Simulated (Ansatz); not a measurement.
Ansatz results at the PBE0-D4/def2-TZVP geometry: HOMO–LUMO gap (PBE/def2-TZVPP) 3.57 eV; size of the dipole moment (B3LYP/def2-TZVPP) 2.52 D; LUMO energy (PBE/def2-TZVPP) -1.62 eV.

Each molecule was computed in one conformer, which needn't be the lowest.

Which molecule gave them?
A. `C[O][Sn]([O]C)([O]C)[O]C`
B. `C[NH][Sn]([Cl])([NH]C)[NH]C`
C. `[Cl][SnH]([Cl])[Cl]`
D. `[SH][Sn]([SH])([SH])[SH]`

B. The others give `C[O][Sn]([O]C)([O]C)[O]C`: 3.99, 0.00, -2.41; `[SH][Sn]([SH])([SH])[SH]`: 3.53, 1.27, -2.88; `[Cl][SnH]([Cl])[Cl]`: 4.79, 2.00, -3.18.

B3LYP here is the variant with VWN-RPA as its local correlation; programs differ in this.
